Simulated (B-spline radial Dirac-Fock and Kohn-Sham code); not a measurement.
**How the binding energies of Pm²⁺ add up**

System: the Pm²⁺ ion, [Xe] 4f5, inside a Watson sphere of charge -2 and radius 2.7 Å (a model of the Madelung potential; inside it an electron's potential energy is raised by 10.7 eV); nuclear rms radius 4.962 fm (A = 145).

These are calculated numbers from a radial B-spline solver; the model is multi-electron Dirac-Fock with separately optimised hole states, Breit and Lamb-shift corrections added in first order. Correlation energy is missing from these numbers. Energies are counted from the vacuum level.

All terms are in eV, carry their sign (relaxation lowers the binding energy) and add up to the binding energy; ⟨r⟩ is the mean radius of the orbital in the initial state.

```
  subshell  −ε (Koopmans)  relaxation    Gaunt  retardation  self-energy  vacuum polarisation  binding energy  ⟨r⟩ (bohr)
    K (1s)        45450.0      -75.11  -132.89        11.36       -74.22                11.60         45190.8       0.023
   L1 (2s)         7504.3      -42.46   -13.28         0.86        -9.77                 1.42          7441.1       0.098
L2 (2p1/2)         7088.1      -46.36   -23.29         2.58         0.39                 0.00          7021.5       0.083
L3 (2p3/2)         6526.2      -44.48   -16.53         3.23        -0.47                -0.06          6467.9       0.089
   M1 (3s)         1686.5      -21.84    -2.13         0.10        -2.12                 0.30          1660.8       0.259
M2 (3p1/2)         1507.6      -22.52    -3.93         0.39         0.06                 0.00          1481.6       0.249
M3 (3p3/2)         1392.1      -21.68    -2.61         0.54        -0.10                -0.02          1368.3       0.262
M4 (3d3/2)         1085.3      -23.63    -1.44         0.10         0.18                -0.02          1060.5       0.233
M5 (3d5/2)         1060.6      -23.30    -0.87         0.11         0.11                -0.02          1036.7       0.237
   N1 (4s)          358.6       -8.86    -0.40         0.02        -0.48                 0.07           348.9       0.593
N2 (4p1/2)          288.4       -8.54    -0.75         0.08         0.02                 0.00           279.2       0.609
N3 (4p3/2)          263.1       -8.00    -0.45         0.11        -0.01                 0.00           254.7       0.636
N4 (4d3/2)          146.2       -7.30    -0.15         0.01         0.04                 0.00           138.8       0.685
N5 (4d5/2)          141.6       -7.11    -0.04         0.01         0.03                 0.00           134.5       0.695
 N6,7 (4f)          12.76       -4.31     0.11        -0.02         0.02                 0.00            8.56       0.991
   O1 (5s)          54.18       -1.22    -0.06         0.00        -0.08                 0.01           52.84       1.466
O2 (5p1/2)          33.02       -1.00    -0.09         0.01         0.01                 0.00           31.94       1.638
O3 (5p3/2)          29.50       -0.86    -0.05         0.01         0.00                 0.00           28.61       1.723
```

For the deepest level, K (1s), the Breit terms make up -0.269 % of the binding energy, QED -0.139 % and orbital relaxation -0.166 %.
